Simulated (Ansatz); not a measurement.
Ideal-gas functions of Cl2F2Zr (`[F][Zr]([F])([Cl])[Cl]`) at 600 K and 1 bar, from an Ansatz frequency run at PBE0-D4/def2-TZVP.

Molar mass 200.13 g/mol, point group C2v (symmetry number 2), electronic degeneracy 1, moments of inertia 246.301, 348.3, 416.852 u Å². Harmonic wavenumbers (cm⁻¹, unscaled): 101, 127, 135, 154, 169, 405, 432, 688, 692.

Use S(trans) = R[1.5 ln M + 2.5 ln T − 1.1517]; rotational temperatures θ = 24.2544 K / I; S(rot) = R[ln(√π/σ · √(T³/θAθBθC)) + 1.5]; for each mode x = 1.438777 ν̃/T, S = R[x/(eˣ − 1) − ln(1 − e⁻ˣ)] and H = RT x/(eˣ − 1); 1 cm⁻¹ = 0.0119627 kJ/mol; R = 8.31446 J/(mol·K).

Q: By hand: the entropy, in J/(mol·K).

A: Translation 189.5. Rotation: θ = 0.0985, 0.0696, 0.0582 K, giving 123.8. Vibration, mode by mode: 20.12, 18.23, 17.73, 16.64, 15.88, 8.88, 8.38, 5.03, 5.00, in all 115.9. Electronic 0.0. Sum 429.2 J/(mol·K).

Q: By hand: H − E and G − E in kJ/mol, counted from the electronic energy.

A: Zero-point energy ½ × 2903 × 0.0119627 = 17.4; thermal vibration 30.8; translation, rotation and pV give 4 RT = 20.0. H − E = 68.2 kJ/mol, and G − E = 68.2 − 600 × 429.2/1000 = -189.3 kJ/mol.

Vibration gives 27 % of the entropy, 56.1 J/(mol·K) of it from the modes under 150 cm⁻¹: soft modes count most, and the harmonic formula is weakest for them.
